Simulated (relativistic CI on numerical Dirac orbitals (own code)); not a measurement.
# Radial parameters of Gd XXIV

These numbers are calculated, not measured: Dirac-Coulomb-Breit CI, orbitals from a KLI potential per configuration, a model potential for QED, unscaled Slater integrals (own radial code, finite nucleus).

Slater integrals F^k, G^k are unscaled and averaged over j, outside the closed core [Ar] 3d10; ζ comes from projecting the Hamiltonian with its Breit term on Σ l·s of the shell.

- 4s²4p⁶4d⁵: F^2(4d,4d) = 182870, F^4(4d,4d) = 124190, ζ(4d) = 24223 cm⁻¹; <r>(4d) = 0.5525, <r^2>(4d) = 0.3488 (bohr units).
- 4s²4p⁵4d⁶: ζ(4p) = 204010, F^2(4d,4d) = 182840, F^4(4d,4d) = 124170, F^2(4p,4d) = 186170, G^1(4p,4d) = 233590, G^3(4p,4d) = 148750, ζ(4d) = 24127 cm⁻¹; <r>(4p) = 0.5381, <r^2>(4p) = 0.3273, <r>(4d) = 0.5525, <r^2>(4d) = 0.3488 (bohr units).
- 4s²4p⁶4d⁴4f: F^2(4d,4d) = 182800, F^4(4d,4d) = 124140, ζ(4d) = 24222, F^2(4d,4f) = 181310, F^4(4d,4f) = 118670, G^1(4d,4f) = 197590, G^3(4d,4f) = 133050, G^5(4d,4f) = 96846, ζ(4f) = 3213.3 cm⁻¹; <r>(4d) = 0.5528, <r^2>(4d) = 0.3491, <r>(4f) = 0.5433, <r^2>(4f) = 0.3374 (bohr units).

Q: Give the Racah parameters of the d shell in 4s²4p⁶4d⁵.

A: B = F²/49 − 5F⁴/441 = 2324 cm⁻¹ and C = 35F⁴/441 = 9857 cm⁻¹.

Averages of the first 9 configurations, taken without configuration mixing, which lowers the lowest level and can move excited configurations by several eV; other configurations of the list can lie among them:

| Configuration | Parity | States | Average energy above the lowest level (eV) |
| --- | --- | --- | --- |
| 4s²4p⁶4d⁵ | even | 252 | 19.8 |
| 4s²4p⁵4d⁶ | odd | 1260 | 165.9 |
| 4s²4p⁶4d⁴4f | odd | 2940 | 172.3 |
| 4s4p⁶4d⁵4f | odd | 7056 | 423.9 |
| 4p⁶4d⁷ | even | 120 | 530.0 |
| 4p⁵4d⁸ | odd | 270 | 673.5 |
| 4s²4p⁶4d³5s² | even | 120 | 504.7 |
| 4s²4p⁶4d²4f5s² | odd | 630 | 657.8 |
| 4s4p⁶4d³4f5s² | odd | 3360 | 910.4 |
